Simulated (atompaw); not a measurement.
Before and after: PAW (atompaw) potential for tellurium (Te)

Te (Z = 52), PAW, made with atompaw 4.2.0.5 (PBE, scalar-relativistic). Core [Kr] 4d10, reference 5s2 5p3 (charge +1). Waves: 5s (bound): rc 2.00 bohr; 5s channel at 1.6 Ry: rc 2.25 bohr; 5p (bound): rc 2.25 bohr; 5p channel at -0.55 Ry: rc 2.25 bohr. Local part: bessel scheme, radius 2.25 bohr. Core correction: smooth core density matched at 1.65 bohr. Augmentation charge: sinc compensation charge, radius 2.20 bohr; PAW radius 2.25 bohr; waves and projectors: custom polynom2 7 10 vanderbiltortho.

Change: augmentation sinc compensation charge, radius 2.20 bohr; PAW radius 2.25 bohr; waves and projectors: custom polynom vanderbiltortho.

Cutoffs: the cutoffs (Ry, on a coarse ladder) from which the occupation-weighted sum of valence levels, in a spherical-Bessel basis at the reference potential, stays within 10 and 1 mRy of its value at 400 Ry; they do not see the model core or the augmentation charge, which bear on the density cutoff.

Q: What does the change do?

A: The potential gets harder (12 Ry and 18 Ry → 12 Ry and 21 Ry); both files keep a bound ghost (d).

| quantity | base | changed |
| --- | --- | --- |
| cutoff, loose | 12 Ry | 12 Ry |
| cutoff, tight | 18 Ry | 21 Ry |
| bound ghosts | d | d |
| s: phases at 2.26 bohr within 0.05 rad from the reference energy up to (Ry; the scan ends near 5) | 4.5 | 4.2 |
| p: phases at 2.26 bohr within 0.05 rad from the reference energy up to (Ry; the scan ends near 5) | 5.0 | 4.8 |
| lowest overlap eigenvalue by channel | s 0.08, p 0.52 | s 0.11, p 0.49 |

 A true bound ghost makes a file unfit for plane-wave use even where its test errors are small: the radial tests pick states by their node count and pass the ghost by. The cutoffs see the waves, projectors and local potential, not the compensation charge or the core.
